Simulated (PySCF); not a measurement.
Start geometry of `[BH3-][AsH3+]` from GFN2-xTB (Å):
```
atom  x, y, z in Å
B1    -1.199   -0.090    0.043
As2    0.831    0.042   -0.036
H3    -1.579    0.183   -1.082
H4    -1.487    0.762    0.840
H5    -1.435   -1.191    0.369
H6     1.685   -0.196    1.155
H7     1.665   -0.822   -0.921
H8     1.574    1.293   -0.420
```

Question: What comes out of this run: PBE0-D3(BJ)/def2-SVP geometry optimisation, gas phase (PySCF)?

Answer: 
```
atom  x, y, z in Å
B1    -1.272   -0.142    0.074
As2    0.773   -0.047    0.015
H3    -1.585    0.124   -1.074
H4    -1.555    0.710    0.900
H5    -1.478   -1.293    0.420
H6     1.550   -0.315    1.281
H7     1.518   -0.977   -0.913
H8     1.428    1.253   -0.387
```

The energy falls by 0.116 eV over 7 energy and gradient evaluations, the largest force component goes from 0.0207 to 2.1e-04 Eh/bohr, and the atoms move by 0.069 Å rms after alignment. The bond that changes most is B1–H5 (four-coordinate boron to B–H hydrogen), which lengthens by 0.047 Å. Bonds longer at the end by more than 0.005 Å: 5 of 7; shorter: 0. Among the angles that change most is H7–As2–H8, from 93.1° to 98.8°. Rotational constants go from 57340, 8344, 8340 to 52784, 8336, 8335 MHz. The orientation of the end geometry is arbitrary; only internal coordinates are fixed.

The run used 76 basis functions and 36 SCF cycles in all.

Whether it is a minimum is left open (no frequencies).
